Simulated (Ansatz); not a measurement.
A CCSD(T) single point on `CO[SiH2]N[SiH2]O`.

```yaml
crystal:
  periodic: [false, false, false]
  atoms:
    - {symbol: C, position_ang: [-0.701040, 0.360557, 2.362969]}
    - {symbol: O, position_ang: [-0.540654, -0.177914, 1.067753]}
    - {symbol: Si, position_ang: [0.959494, -0.485678, 0.436802]}
    - {symbol: N, position_ang: [0.763185, -0.844274, -1.222881]}
    - {symbol: Si, position_ang: [-0.073428, 0.147729, -2.369215]}
    - {symbol: O, position_ang: [-1.067434, 1.153272, -1.539135]}
    - {symbol: H, position_ang: [-1.754240, 0.607221, 2.505139]}
    - {symbol: H, position_ang: [-0.108005, 1.272703, 2.495883]}
    - {symbol: H, position_ang: [-0.409009, -0.362737, 3.132132]}
    - {symbol: H, position_ang: [1.779444, 0.733343, 0.666103]}
    - {symbol: H, position_ang: [1.585826, -1.655490, 1.108113]}
    - {symbol: H, position_ang: [0.914242, -1.806360, -1.487298]}
    - {symbol: H, position_ang: [0.819540, 1.033019, -3.154870]}
    - {symbol: H, position_ang: [-0.781494, -0.773339, -3.300205]}
    - {symbol: H, position_ang: [-1.386428, 0.797937, -0.701272]}
basis:
  gaussian: {orbitals: def2-TZVPP}
correlation: {method: ccsd_t}
```

```sh
$ ansatz run in.yaml --threads 2 --pin off --events-out ev --progress --plain --max-ram 22528MiB --backend cuda --devices 0, --max-vram 18GiB
```

Log, shortened:

```
Functional definition: HF
  name "HF"
  cite "Fock, Z. Phys. 61, 126 (1930) doi:10.1007/BF01340294"
  parent pbe
  exchange = exact_x
  correlation = 0
1960 factors; integrals over basis functions are off by at most 1.1e-3 eV
mean field evaluation 1: about -22454.7277 eV, gradient 5.5e1 eV
mean field evaluation 2: about -22455.1007 eV, gradient 5.5e1 eV
mean field evaluation 4: about -22461.1199 eV, gradient 4.6e0 eV
mean field evaluation 8: about -22461.2016 eV, gradient 3.1e-1 eV
mean field -22461.20191528 eV, -825.4339456371 hartree, gradient 2.7e-6 eV, S^2 0.000000; 0 other end points of the search recorded, 0 dependent functions left out
14 core orbitals not correlated: weight in the atoms' cores, before any rotation towards them, 1.000 or more for the frozen orbitals, at most 0.000 for the correlated occupied ones
reference -22461.20191528 eV, -825.4339456371 hartree; 19, 19 occupied and 301, 301 virtual orbitals, 1960 factors
second order -30.19385013 eV of doubles, -0.00000000 eV of singles
cycle   1  -30.69271016 eV  change   -5.0e-1 eV  update   1.2e-1
cycle   2  -31.43423747 eV  change   -7.4e-1 eV  update   3.3e-2
cycle   3  -31.59254752 eV  change   -1.6e-1 eV  update   1.6e-2
cycle   4  -31.57583739 eV  change    1.7e-2 eV  update   3.5e-3
cycle   5  -31.57505686 eV  change    7.8e-4 eV  update   1.6e-3
cycle   6  -31.57589490 eV  change   -8.4e-4 eV  update   4.7e-4
cycle   7  -31.57560601 eV  change    2.9e-4 eV  update   1.9e-4
cycle   8  -31.57553436 eV  change    7.2e-5 eV  update   5.7e-5
cycle   9  -31.57555568 eV  change   -2.1e-5 eV  update   2.2e-5
perturbative correction -1.14366600 eV, -0.0420289504 hartree
Total energy: -22493.92113697 eV, -826.6363548561 hartree
```

Run time 7.5 s (2 threads of an AMD EPYC 7R13 on a shared host and a share of an NVIDIA H100 80 GB); peak host memory 0.88 GiB.

Correlation energy per correlated electron: -0.861 eV. T1 diagnostic: 0.0113.
